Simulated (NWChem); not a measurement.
The numbers come from NWChem runs, not from measurements. System: HGa, charge 0, spin multiplicity 1, at a geometry optimised with B3LYP/def2-SVP. The structure started from a generated list of species. Level: MP2/def2-QZVP, 9 core orbitals frozen.

NWChem printed:

```
             Northwest Computational Chemistry Package (NWChem) 7.3.0
             --------------------------------------------------------

                                NWChem Input Module
                                -------------------

 Scaling coordinates for geometry "geometry" by  1.889725989
 (inverse scale =  0.529177249)

 Turning off AUTOSYM since
 SYMMETRY directive was detected!

                             Geometry "geometry" -> ""
                             -------------------------

 Output coordinates in angstroms (scale by  1.889725989 to convert to a.u.)

  No.       Tag          Charge          X              Y              Z
 ---- ---------------- ---------- -------------- -------------- --------------
    1 Ga                  31.0000     0.00000000     0.00000000     0.05285800
    2 H                    1.0000     0.00000000     0.00000000    -1.63858500

 Effective nuclear repulsion energy (a.u.)       9.6985205644

            Nuclear Dipole moment (a.u.)
            ----------------------------
        X                 Y               Z
 ---------------- ---------------- ----------------
     0.0000000000     0.0000000000     0.0000245664

      Symmetry information
      --------------------

 Group name             C2v
 Group number             16
 Group order               4
 No. of unique centers     2

      Symmetry unique atoms

     1    2


 Summary of "ao basis" -> "" (spherical)
 ------------------------------------------------------------------------------
       Tag                 Description            Shells   Functions and Types
 ---------------- ------------------------------  ------  ---------------------
 *                         def2-qzvp                  on all atoms

 Summary of "ao basis" -> "ao basis" (spherical)
 ------------------------------------------------------------------------------
       Tag                 Description            Shells   Functions and Types
 ---------------- ------------------------------  ------  ---------------------
 Ga                        def2-qzvp                25       75   11s7p4d2f1g
 H                         def2-qzvp                10       30   4s3p2d1f

                                 NWChem SCF Module
                                 -----------------

  ao basis        = "ao basis"
  functions       =   105
  atoms           =     2
  closed shells   =    16
  open shells     =     0
  charge          =   0.00
[...]
    Atom       Charge   Shell Charges
 -----------   ------   -------------------------------------------------------
    1 Ga  31    30.72   1.92 -0.04  0.15  0.95  0.90  0.29  1.15  0.65  0.50  0.98  0.40  5.96  0.04  4.44  1.53  0.23  0.51  0.13  8.33  1.44  0.25  0.03  0.00  0.00  0.00
    2 H    1     1.28   0.10  0.32  0.58  0.26  0.00  0.00  0.01  0.00  0.00  0.00

       Multipole analysis of the density wrt the origin
       ------------------------------------------------

     L   x y z        total         open         nuclear
     -   - - -        -----         ----         -------
     0   0 0 0     -0.000000      0.000000     32.000000

     1   1 0 0     -0.000000      0.000000      0.000000
     1   0 1 0     -0.000000      0.000000      0.000000
     1   0 0 1      0.077281      0.000000      0.000025

     2   2 0 0    -11.841065      0.000000      0.000000
     2   1 1 0     -0.000000      0.000000      0.000000
     2   1 0 1      0.000000      0.000000      0.000000
     2   0 2 0    -11.841065      0.000000      0.000000
     2   0 1 1     -0.000000      0.000000      0.000000
     2   0 0 2    -17.996646      0.000000      9.897468

                   NWChem MP2 Semi-direct Energy/Gradient Module
                   ---------------------------------------------

  Basis functions       =    105
  Molecular orbitals    =    105
  Frozen core           =      9
  Frozen virtuals       =      0
  Active alpha occupied =      7
  Active beta occupied  =      7
  Active alpha virtual  =     89
  Active beta virtual   =     89
  Use MO symmetry       = T
  Use skeleton AO sym   = T

  AO/Fock/Back tols     =   1.0D-09  1.0D-09  1.0D-09

 GA uses MA = F    GA memory limited = T

 Available:
  local mem=  1.26D+08
 global mem=  1.44D+08
 local disk=  0.00D+00
  mp2_memr nvloc                    89
  nvloc new                    89
   1 passes of   7:        7340032                      73963                  11800356.
   1 passes of   7: M    126149642           G      144157150           F     118809610.

 Semi-direct pass number   1 of   1  for RHF alpha+beta  at        3.3s
  vrange nnbf                  5562
  mp2_eaftype                    45  avail_ma_in_mb                  1099
 EAF : mp2_eaftype filesize          45    5900178.
  mp2_eaf for mointskh                     45
Node 0 wrote     27.7 Mb in      0.1 s     Agg I/O rate:   526.6 Mb/s
 Done moints_semi at       12.6s
  mp2_eaftype                    45  avail_ma_in_mb                  1054
 EAF : mp2_eaftype filesize          45    5900178.
  mp2_eaf for kh                    45
 Done maket at       12.8s
 Done multipass loop at       12.8s

          -------------------------------------------
          SCF energy               -1923.839515729339
          Correlation energy          -0.258893700817
          Singlet pairs               -0.147061369384
          Triplet pairs               -0.111832331432
          Total MP2 energy         -1924.098409430156
          -------------------------------------------

          ---------------------------------------------------
                    Spin Component Scaled (SCS) MP2
          Same spin pairs                     -0.074554887622
          Same spin scaling factor             0.333333333333
          Opposite spin pairs                 -0.184338813195
          Opposite spin scaling fact.          1.200000000000
          SCS-MP2 correlation energy          -0.246058205041
          Total SCS-MP2 energy             -1924.085573934380
          ---------------------------------------------------

 -----------------------
 Performance information
 -----------------------

 Timer overhead =  1.14D-07 seconds/call

               Nr. of calls         CPU time (s)                 Wall time (s)                GFlops
             ---------------    -------------------     ------------------------------   -------------------
Name         Min   Avg   Max    Min     Avg     Max     Min     Avg     Max   Mx/calls   Min     Max     Sum
mp2: moin     1     1     1    9.4     9.4     9.4      9.4     9.4     9.4     9.4      0.0     0.0     0.0
mp2: make     1     1     1   0.13    0.13    0.13     0.13    0.13    0.13    0.13      0.0     0.0     0.0
mp2: tota     1     1     1    9.6     9.6     9.6      9.6     9.6     9.6     9.6      0.0     0.0     0.0

 The average no. of pstat calls per process was 3.00D+00
 with a timing overhead of 3.42D-07s

 Task  times  cpu:       12.8s     wall:       12.8s

 Total times  cpu:       12.8s     wall:       12.8s
```

**Question.** Write an NWChem input that would produce this output.

**Answer.** One answer among several that fit: 
```
start mol
memory heap 200 mb stack 900 mb global 1100 mb
geometry units angstroms nocenter noautoz
  Ga     0.000000     0.000000     0.052858
  H      0.000000     0.000000    -1.638585
  symmetry group C2v
end
basis spherical
  * library def2-qzvp
end
scf
  rhf
  nopen 0
  maxiter 100
  thresh 1e-7
  semidirect memsize 60000000 filesize 0
end
mp2
  freeze core 9
end
task mp2 energy
```
